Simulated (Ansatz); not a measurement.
Basis-set extrapolation for H8Si8 (`[SiH]12[SiH]3[SiH]4[SiH]1[SiH]1[SiH]2[SiH]3[SiH]41`) (PBE0-D4/def2-TZVP geometry, frozen core, Ansatz 0.2.0). Multiplicity 1, RHF reference.

```
                       def2-TZVPP    def2-QZVPP
                 HF  -2316.139019  -2316.205311
    MP2 correlation     -0.937907     -1.009518
CCSD(T) correlation     -1.094767       not run
```

Energies in hartree. Use E(X) = E(∞) + A·exp(−7.88·√X) for Hartree–Fock and E(X) = E(∞) + B·X^(−2.97) for correlation, with X = 3 and 4, and add CCSD(T) minus MP2 of the smaller set to the MP2 limit.

Question: What is the CCSD(T) energy at the basis-set limit?

Answer: HF limit: -2316.205311 + (-0.066292) × 0.13774 = -2316.21444. MP2 limit: -1.009518 + (-0.071611) × 0.74074 = -1.06256. Higher-order term: -1.094767 − (-0.937907) = -0.15686. Total: -2317.43386 hartree, 5.44 eV below CCSD(T)/def2-TZVPP.
